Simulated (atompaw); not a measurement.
**Hg (Z = 80): one change to a PAW (atompaw) potential, before and after**

atompaw 4.2.0.5 input, output lines left out:

```
Hg 80
GGA-PBE scalarrelativistic loggrid 2001 logderivrange -12 5 426
6 6 5 4 0 0
6 0 0
6 1 0
0 0 0
c
c
c
c
v
v
c
c
c
v
v
c
c
v
c
2
2.15 1.70 1.90 1.20
n
n
y
-0.95
n
custom rrkj vanderbiltortho besselshape
bessel
1.20
2.15
1.80
2.15
2.15
2.15
```

Change: all radii scaled by about 1.22 (s 1.46, p 2.20, d 2.64 bohr); local potential bessel scheme, radius 2.32 bohr; augmentation besselshape compensation charge, radius 2.08 bohr; PAW radius 2.64 bohr; waves and projectors: custom rrkj vanderbiltortho; core correction smooth core density matched at 1.46 bohr.

Cutoffs: the cutoffs (Ry, on a coarse ladder) from which the occupation-weighted sum of valence levels, in a spherical-Bessel basis at the reference potential, stays within 10 and 1 mRy of its value at 400 Ry; they do not see the model core or the augmentation charge, which bear on the density cutoff.

What does the change do?

The potential gets softer (40 Ry and 70 Ry → 30 Ry and 50 Ry); neither file shows a bound ghost. A larger radius leaves more room for a smooth pseudo-wave, so fewer plane waves are needed.

```csv
quantity,base,changed
"cutoff, loose",40 Ry,30 Ry
"cutoff, tight",70 Ry,50 Ry
loose cutoff by channel (10 mRy a level),"s 35 Ry, p 25 Ry, d 18 Ry","s 25 Ry, p 15 Ry, d 12 Ry"
bound ghosts,none,none
lowest overlap eigenvalue by channel,"s 0.35, p 0.60, d 0.25","s 0.33, p 0.66, d 0.08"
```

 The cutoffs see the waves, projectors and local potential, not the compensation charge or the core.
